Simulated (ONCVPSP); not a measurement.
**Before and after: ONCV potential for Ag (Z = 47)**

```
Element                 : Ag
Generator               : ONCVPSP 4.0.1
Type                    : optimised norm-conserving Vanderbilt (ONCV)
Functional              : PBE
Relativity              : scalar-relativistic
Frozen core             : [Kr]
Valence charge          : 11
Reference configuration : 4d10 5s1
Partial waves           : 5s: rc 2.40 bohr, ncon 4, nbas 9, qcut 2.7 1/bohr, 3 projectors, debl 2.3 Ha; p scattering state at 0.08 Ha: rc 2.35 bohr, ncon 3, nbas 6, qcut 3.5 1/bohr, 2 projectors, debl 1.1 Ha; 4d: rc 1.30 bohr, ncon 4, nbas 9, qcut 7.5 1/bohr, 1 projector
Local potential         : polynomial inside 1.00 bohr (lpopt 3, dvloc0 0 Ha)
Core correction         : Teter function, fcfact 5.25, rcfact 1.05
```

Change: all radii but the core radius scaled by about 1.23 (s 2.96, p 2.90, d 1.60 bohr); local potential polynomial inside 1.24 bohr (lpopt 3, dvloc0 0 Ha). In the p channel the program set the typed energies aside and used 0.050, 1.150 Ha.

Cutoffs: the cutoffs (Ha) at which the residual kinetic energy of the hardest occupied pseudo-wave falls to 1 and 0.1 mHa per electron; they do not see the model core or the augmentation charge, which bear on the density cutoff. Errors are all-electron minus pseudo energies relative to the spin-unpolarised reference configuration.

Q: What does the change do?

A: The potential gets softer (31 Ha and 156 Ha → 25 Ha and 40 Ha); the bound ghost in p, s disappears; the lowest positive-energy flag moves from s at 227.8 eV to p at 27.3 eV; of the 4 tests that both files solve, the error grows in 1 and shrinks in 3 by more than 15 % and 0.3 meV (median size 29.3 → 16.0 meV). A larger radius leaves more room for a smooth pseudo-wave, so fewer plane waves are needed.

| quantity | base | changed |
| --- | --- | --- |
| cutoff, loose | 31 Ha | 25 Ha |
| cutoff, tight | 156 Ha | 40 Ha |
| loose cutoff by channel | s 3.9 Ha, d 31 Ha | s 2.9 Ha, d 25 Ha |
| bound ghosts | s, p | none |
| GHOST(+) flags under 300 eV | s at 227.8 eV | p at 27.3 eV, s at 54.9 eV |
| error for 4d10 5s0, meV [ΔE 7.76 eV] | +3.7 | +2.4 |
| error for 4d9 5s0, meV [ΔE 29.87 eV] | +30 | -20 |
| error for 4d8 5s0, meV [ΔE 66.06 eV] | -49 | -163 |
| error for 4d9 5s1, meV [ΔE 13.15 eV] | -29 | -12 |
| rms error of d²Exc/dni dnj with the model core, mHa | 3.17 | 3.29 |

 A true bound ghost makes a file unfit for plane-wave use even where its test errors are small: the radial tests pick states by their node count and pass the ghost by.
